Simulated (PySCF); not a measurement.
Structure problem from calculated spectra and properties.

Formula: C6H17BN2.

- Triplet: lowest triplet excitation (Tamm–Dancoff): 6.16 eV [TDA CAM-B3LYP/def2-SVPD]
- 1H NMR: chemical shifts (computed TMS as zero) by class: 2.67 (1 H), 2.66 (1 H), 2.45 (3 H), 2.43 (1 H), 2.43 (1 H), 2.42 (1 H), 2.15 (1 H), 2.04 (3 H), 1.11 (1 H), 0.90 (1 H), 0.69 (1 H), 0.17 (2 H) ppm [GIAO PBE0/pcSseg-1]
- XPS: B1s 193.3, C1s 288.9, C1s 290.2, C1s 291.3, C1s 291.6, C1s 291.8, C1s 291.8, N1s 405.2, N1s 406.3 eV [ΔSCF SCAN, pcX-2 on the ionised atom, pcseg-1 elsewhere, spin-free X2C]
- Rotational structure: rotational constants A, B, C: 2.116, 1.377, 1.048 GHz [PBE0-D3(BJ)/def2-SVP]
- Polarisability: 102.3 au [CAM-B3LYP/def2-SVPD]
- UV, strongest line: among the 10 lowest singlet transitions: S8 at 7.98 eV (155 nm, f = 0.040) [TDDFT CAM-B3LYP/def2-SVPD]
- 13C NMR: chemical shifts (computed TMS as zero) by class: 72.0 (1 C), 49.1 (1 C), 43.5 (1 C), 41.2 (1 C), 30.4 (1 C), 7.3 (1 C) ppm [GIAO PBE0/pcSseg-1]

Gas-phase values; electronic properties from PySCF, density fitting. Levels stand in brackets. The structure is a single PBE0-D3(BJ)/def2-SVP conformer in the gas phase; no vibrational or solvent corrections. Each NMR value is the plain mean over a class of atoms that symmetry, rotation or inversion makes alike.

**Question.** Propose a structure and show how it fits.

**Answer.** Numbering: `[CH3:1][N+:2]1([CH3:3])[BH2-:4][CH2:5][CH2:6][C@@H:7]1[CH2:8][NH2:9]`. 6 carbons fall into 6 classes; from least to most shielded: ring sp3 carbon bound to nitrogen [C7] (72.0 ppm), N-methyl carbon [C3] (49.1 ppm), chain sp3 carbon bound to nitrogen [C8] (43.5 ppm), N-methyl carbon [C1] (41.2 ppm), ring CH2 carbon [C6] (30.4 ppm), ring sp3 carbon bound to boron [C5] (7.3 ppm). Hydrogen classes from least to most shielded: 1 H on an sp3 carbon bound to nitrogen, C7 (2.67 ppm), 1 H on an sp3 carbon bound to nitrogen, C8 (2.66 ppm), 3 H on an N-methyl carbon, C3 (2.45 ppm, a mean of values up to 0.6 ppm apart in this geometry), 1 H on a four-coordinate boron, B4 (2.43 ppm), 1 H on a four-coordinate boron, B4 (2.43 ppm), 1 H on an sp3 carbon bound to nitrogen, C8 (2.42 ppm), 1 H on a ring CH2 carbon, C6 (2.15 ppm), 3 H on an N-methyl carbon, C1 (2.04 ppm, a mean of values up to 0.9 ppm apart in this geometry), 1 H on a ring CH2 carbon, C6 (1.11 ppm), 1 H on an sp3 carbon bound to boron, C5 (0.90 ppm), 1 H on an sp3 carbon bound to boron, C5 (0.69 ppm), 2 H on a primary amine nitrogen, N9 (0.17 ppm, a mean of values up to 0.6 ppm apart in this geometry). The core levels belong to: B1s 193.3 eV, four-coordinate boron [B4]; C1s 288.9 eV, sp3 carbon bound to boron [C5]; C1s 290.2 eV, ring CH2 carbon [C6]; C1s 291.3 eV, sp3 carbon bound to nitrogen [C7]; C1s 291.6 eV, sp3 carbon bound to nitrogen [C8]; C1s 291.8 eV, N-methyl carbon [C3]; C1s 291.8 eV, N-methyl carbon [C1]; N1s 405.2 eV, primary amine nitrogen [N9]; N1s 406.3 eV, nitrogen bonded to B and 3 C [N2]. The optimised geometry has point group C1 and is an asymmetric top. Structure: `C[N+]1(C)[BH2-]CC[C@@H]1CN`. The assignments are read from this structure; whether some other isomer fits the data as well wasn't checked. The mirror image fits equally.
